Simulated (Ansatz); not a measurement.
Two structures of SiNH3F2, singlet, reached by relaxing down either side of one saddle point (PBE0-D4/def2-TZVP). Energies are electronic, without zero-point energy. Program: Ansatz 0.2.0. Basis: def2-TZVPP and def2-QZVPP. Cores are frozen in the correlated methods. Extrapolation: Hartree–Fock as exp(−7.88 √X), correlation as X^−2.97. First:

```json
{"atom": "Si1", "x (Å)": "-0.5924", "y (Å)": "-0.2326", "z (Å)": "-0.0192"}
{"atom": "N2", "x (Å)": "1.0262", "y (Å)": "0.2297", "z (Å)": "0.0179"}
{"atom": "H3", "x (Å)": "-0.8046", "y (Å)": "-1.3234", "z (Å)": "-0.9814"}
{"atom": "F4", "x (Å)": "-1.0137", "y (Å)": "-0.6653", "z (Å)": "1.4475"}
{"atom": "F5", "x (Å)": "-1.6083", "y (Å)": "0.9301", "z (Å)": "-0.4015"}
{"atom": "H6", "x (Å)": "1.4121", "y (Å)": "0.7934", "z (Å)": "0.7572"}
{"atom": "H7", "x (Å)": "1.5807", "y (Å)": "0.2679", "z (Å)": "-0.8206"}
```

Second:

| atom | x (Å) | y (Å) | z (Å) |
| --- | --- | --- | --- |
| Si1 | -1.3854 | -0.1872 | -0.1110 |
| N2 | 0.6913 | -0.1833 | -0.3275 |
| H3 | 1.0851 | -1.1159 | -0.2588 |
| F4 | -1.1366 | -0.5724 | 1.4635 |
| F5 | -1.2919 | 1.4459 | 0.0054 |
| H6 | 1.0557 | 0.3822 | 0.4355 |
| H7 | 0.9818 | 0.2306 | -1.2073 |

**Question.** Which bonds change from the first to the second?

**Answer.** SiNH₃F₂ ([NH2][SiH]([F])[F]) → SiF₂ + NH₃ (still joined by a long Si–N bond); bonds formed: N2–H3; bonds broken: Si1–H3; bonds weakened to dative contacts: Si1–N2.

**Question.** Give the saddle point's structure and its height above each. (To be estimated.)

**Answer.** By the calculation: 328.8 kJ/mol above the first and 181.7 kJ/mol above the second (CCSD(T) at an estimated basis limit (MP2 extrapolated from triple and quadruple zeta, plus CCSD(T) − MP2 in triple zeta)).
Si1  (-0.975, -0.258, -0.026)
N2  (0.844, 0.016, -0.148)
H3  (0.231, -1.132, -0.670)
F4  (-1.144, -0.322, 1.567)
F5  (-1.647, 1.127, -0.471)
H6  (1.468, -0.006, 0.654)
H7  (1.222, 0.575, -0.907)
(Å)

No T1 diagnostic of these runs exceeds 0.015. The restricted Hartree–Fock reference is unstable towards an unrestricted one at one or more of these structures.

Losses and insertions of silylenes and their heavier kin drive the gas-phase chemistry of silicon and germanium vapour deposition.

Labels in which every atom is bracketed show which atoms are joined, not bond orders.

For scale, one of the runs: CCSD(T)/def2-TZVPP, 177 basis functions, launched by `ansatz run in.yaml --threads 2 --pin off --events-out ev --progress --plain --max-ram 4352MiB`. Hardware: 2 CPU threads of an Arm Neoverse V2, shared host. Wall time 54 s; peak host memory 1.7 GiB.
